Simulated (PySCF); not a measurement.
Compound: BiMe3, C3H9Bi.
Structure used (PBE0-D3(BJ)/def2-SVP), in Å, numbered top down from 1:
```
atom  x, y, z in Å
Bi1    0.0265   -0.0046    1.2928
C2     1.9064   -0.0184    0.0129
H3     2.5461    0.8320    0.2874
H4     1.6224    0.0577   -1.0456
H5     2.4569   -0.9546    0.1825
C6    -0.9345    1.6467    0.0605
H7    -0.8239    1.4115   -1.0072
H8    -0.4429    2.6048    0.2813
H9    -2.0018    1.7207    0.3135
C10   -0.9609   -1.6403    0.0590
H11   -2.0442   -1.6317    0.2458
H12   -0.5520   -2.6193    0.3464
H13   -0.7675   -1.4566   -1.0069
```

Computed with PBE0-D3(BJ)/def2-SVP geometry optimisation, gas phase, def2 core potentials past Kr (PySCF 2.14.0).

**Question.** Which atoms are bound to Bi1, and at what distances?

**Answer.** 3 atoms: C6 2.273 Å, C2 2.274 Å, C10 2.274 Å. The nearest atom not counted as bound is H7, at 2.83 Å (others tie with it).

**Question.** List the angles at Bi1.

**Answer.** 
```csv
angle,degrees,distance of the outer atoms (Å)
C2–Bi1–C10,92.8,3.29
C2–Bi1–C6,92.8,3.29
C6–Bi1–C10,92.6,3.29
```

**Question.** What is the shape at Bi1?

**Answer.** Pyramidal: angles 92.8°, 92.8° and 92.6°, sum 278.2°, 1.25 Å off the plane of its three neighbours.

**Question.** What are the other bond lengths?

**Answer.** C2–H3 and 8 like bonds 1.099 Å.

Point group: near C3v, missed by 0.18 Å at most; the miss may be what the optimiser left on a soft mode. Charge 0, singlet. No frequency check.

Hardware: one thread, Arm Neoverse V1 (aarch64) (shared host). Cost: 36 s of wall time, 0.47 GiB resident at most. That covers the optimisation of the geometry.
